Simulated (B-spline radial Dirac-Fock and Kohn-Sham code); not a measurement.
## Os⁵¹⁺: scattering cross sections and density moments

System: Os⁵¹⁺, configuration [Ar] 3d7.

These are calculated numbers from a B-spline atomic structure program; the model is Dirac-Fock orbitals of the configuration average with a finite nucleus.

- Sum of ⟨r⟩: 3.233 bohr
- Sum of ⟨r²⟩: 0.5905 bohr²
- Sum of ⟨1/r⟩: 456.11 per bohr
- Langevin diamagnetic susceptibility: -0.468 × 10⁻⁶ cm³/mol
- Lamb shielding (α²/3)Σ⟨1/r⟩: 8096 ppm

Coherent scattering is the Thomson cross section weighted by f₀², without anomalous dispersion; incoherent scattering is Klein-Nishina weighted by S. The Lamb formula is the non-relativistic shielding expression. Electron correlation is left out. A dash stands where the photon energy is too low for the impulse approximation behind that column.

```tsv
hν (keV)	coherent (b)	incoherent (b)	incoherent per electron (b)
5	404.3	–	–
8.0478	387.1	–	–
17.4793	305.3	–	–
20	281.2	–	–
30	197.7	3.956	0.158
200	12.13	8.463	0.339
500	2.297	6.813	0.273
1000	0.6061	5.155	0.206
```

Incoherent scattering overtakes coherent scattering between 200 and 500 keV.
